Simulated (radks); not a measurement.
Task: All-electron atom: Tl LI in [Ar] 3d10 4s2 4p1 (the NIST ground configuration). Method: non-relativistic Kohn-Sham, TPSS, spin-polarised, spherical densities, point nucleus; open shells are filled with parallel spins first (spin-orbit coupling, left out, can overturn this in heavy ions); meta-GGA in the generalised Kohn-Sham scheme; relativity is left out, which matters for an element this heavy; computed with a radial shooting solver on a logarithmic mesh with Libxc functionals. Some entries of the table are withheld. Estimate them.

| orbital | occ. | eigenvalue (Ry) | <r^2> (bohr^2) |
|---|---|---|---|
| 1s up | 1 | -5859.369 | 0.0004663 |
| 1s down | 1 | -5859.286 | 0.0004663 |
| 2s up | 1 | -1144.731 | 0.007208 |
| 2s down | 1 | -1144.700 | 0.007208 |
| 2p up | 3 | -1109.558 | 0.005313 |
| 2p down | 3 | -1109.492 | 0.005313 |
| 3s up | 1 | -409.0398 | 0.04259 |
| 3s down | 1 | -408.9628 | 0.04257 |
| 3p up | 3 | -392.8740 | 0.03898 |
| 3p down | 3 | -392.7809 | 0.03896 |
| 3d up | 5 | -363.4921 | (1) |
| 3d down | 5 | -363.4043 | (2) |
| 4s up | 1 | -205.2752 | 0.1569 |
| 4s down | 1 | -204.6602 | 0.1570 |
| 4p up | 1 | -198.1060 | (3) |
| 4p down | 0 | -197.5108 | (4) |

Result: 
(1) 3d up <r^2> (bohr^2): 0.02966
(2) 3d down <r^2> (bohr^2): 0.02965
(3) 4p up <r^2> (bohr^2): 0.1538
(4) 4p down <r^2> (bohr^2): 0.1539
